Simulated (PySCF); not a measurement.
A GIAO shielding run with PySCF 2.14 (density fitting, non-relativistic, gas phase) on `C=C=C[C@H](CF)C[SiH2]C`, C7H13FSi:

```
$ OMP_NUM_THREADS=1 python probes_run.py task.json out

{"job": {"kind": "nmr", "xc": "PBE0", "basis": "pcSseg-1"}, "charge": 0, "multiplicity": 1}
C     -3.830032     1.475582    -0.394498
C     -2.884283     0.769714     0.136280
C     -1.924807     0.062410     0.645791
C     -0.729153    -0.427032    -0.133919
C     -0.661626    -1.947421    -0.019388
F      0.173319    -2.470023    -0.979189
C      0.542161     0.242511     0.388998
Si     2.154988    -0.313079    -0.473835
C      3.483006     0.969816    -0.027307
H     -4.712629     1.019058    -0.813443
H     -3.784188     2.552435    -0.429688
H     -1.931394    -0.191919     1.698372
H     -0.862385    -0.178314    -1.191172
H     -1.645443    -2.400654    -0.184655
H     -0.261390    -2.261140     0.950273
H      0.617775     0.057295     1.463435
H      0.422173     1.321715     0.271930
H      1.956121    -0.340734    -1.925333
H      2.577942    -1.624562     0.027588
H      3.236477     1.953483    -0.415311
H      4.443431     0.686512    -0.444586
H      3.609528     1.063731     1.047240
```

Hardware: 1 thread of an Arm Neoverse V2, shared host. The job also computes population analyses, field gradients.

Q: How large is the calculation?

A: 78 electrons, 225 basis functions and 1185 auxiliary functions.

Q: How long does it take, and how much memory does it need?

A: 45 s of wall time, with 14 SCF cycles and 5 response iterations; peak memory 1.1 GiB. Times on a shared host scatter by some tens of per cent.
